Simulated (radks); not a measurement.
Values are calculated unless marked as measured or tabulated.
Ionisation of the beryllium ion Be2+, [He], to 1s1 as the strength of local exchange is varied. Code: a radial shooting solver on a logarithmic mesh with Libxc functionals. Model: non-relativistic Kohn-Sham, Slater X-alpha exchange (alpha = 2/3 is LDA exchange), no correlation, spin-polarised, spherical densities, point nucleus.

alpha  E(Be2+) (hartree)  exchange (hartree)  IE (eV)  -e of the level emptied (eV)  <r> of it (bohr)
0.573          -13.02512            -1.63710   145.56                   124.39 (1s)            0.4273
0.614          -13.14256            -1.76323   147.00                   126.24 (1s)            0.4249
0.667          -13.29526            -1.92807   148.88                   128.66 (1s)            0.4219
0.692          -13.36764            -2.00652   149.76                   129.81 (1s)            0.4204
0.797          -13.67407            -2.34087   153.53                   134.68 (1s)            0.4146

NIST Atomic Spectra Database: 153.90 eV (theoretical). The central value is not met in this range of alpha.
